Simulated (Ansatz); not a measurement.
BFH$_{5}$NSi, SMILES `NB(F)[SiH3]`, one more setting.

```yaml
crystal:
  periodic: [false, false, false]
  atoms:
    - {symbol: N, position_ang: [0.717188, 1.857864, -0.546846]}
    - {symbol: B, position_ang: [0.781517, 0.120470, -0.586807]}
    - {symbol: F, position_ang: [1.991046, -0.595437, -1.505768]}
    - {symbol: Si, position_ang: [-0.866381, -1.342517, 0.673089]}
    - {symbol: H, position_ang: [1.535125, 2.581812, -1.175447]}
    - {symbol: H, position_ang: [-0.144694, 2.493469, 0.107886]}
    - {symbol: H, position_ang: [-1.835664, -2.418722, -0.496238]}
    - {symbol: H, position_ang: [0.010365, -2.457067, 1.878669]}
    - {symbol: H, position_ang: [-2.077749, -0.297620, 1.630211]}
basis:
  gaussian: {orbitals: pcseg-2}
magnetization: {spin_polarized: true, initial_magnetization: 2}
hamiltonian: {xc: {name: rPW86-PBE}}
accuracy: high
output: {forces: true}
```

```sh
$ ansatz run in.yaml --threads 2 --pin off --events-out ev --progress --plain --max-ram 4352MiB
```

Output, abridged:

```
Functional definition: rPW86-PBE
3463 factors; integrals over basis functions are off by at most 5.7e-8 eV
mean field evaluation 1: about -12842.6755 eV, gradient 5.3e1 eV
mean field evaluation 2: about -12753.4208 eV, gradient 1.3e2 eV
mean field evaluation 4: about -12845.7546 eV, gradient 3.1e1 eV
mean field evaluation 8: about -12852.2570 eV, gradient 1.4e1 eV
mean field evaluation 16: about -12854.0537 eV, gradient 3.9e-1 eV
mean field evaluation 32: about -12854.1421 eV, gradient 2.1e-7 eV
mean field -12854.14213524 eV, -472.3810106195 hartree, gradient 2.0e-8 eV, S^2 2.024041; 10 other end points of the search recorded, 0 dependent functions left out
reference -12854.14215202 eV, -472.3810112362 hartree; 21, 19 occupied and 173, 175 virtual orbitals, 3463 factors
Total energy: -12854.14215202 eV, -472.3810112362 hartree
Atom 0 at     0.717188     1.857864    -0.546846 Å, force     0.649020     1.419593     0.429880 eV/Å
Atom 1 at     0.781517     0.120470    -0.586807 Å, force     2.920585    -0.650626    -0.357650 eV/Å
Atom 2 at     1.991046    -0.595437    -1.505768 Å, force    -3.600443     2.210712     2.144530 eV/Å
Atom 3 at    -0.866381    -1.342517     0.673089 Å, force    -1.385756    -1.053028    -0.010006 eV/Å
Atom 4 at     1.535125     2.581812    -1.175447 Å, force    -2.601801    -1.828164     1.148371 eV/Å
Atom 5 at    -0.144694     2.493469     0.107886 Å, force     2.199183    -1.741015    -2.045464 eV/Å
Atom 6 at    -1.835664    -2.418722    -0.496238 Å, force     1.173857     1.302831     1.698650 eV/Å
Atom 7 at     0.010365    -2.457067     1.878669 Å, force    -1.112251     1.689067    -1.719178 eV/Å
Atom 8 at    -2.077749    -0.297620     1.630211 Å, force     1.757606    -1.349370    -1.289132 eV/Å
Dipole moment:    -0.100705     0.766387     0.090257 e Å
```

It took 98 s on 2 threads of an Arm Neoverse V2 on a shared host, with 1.2 GiB of host memory at the peak.
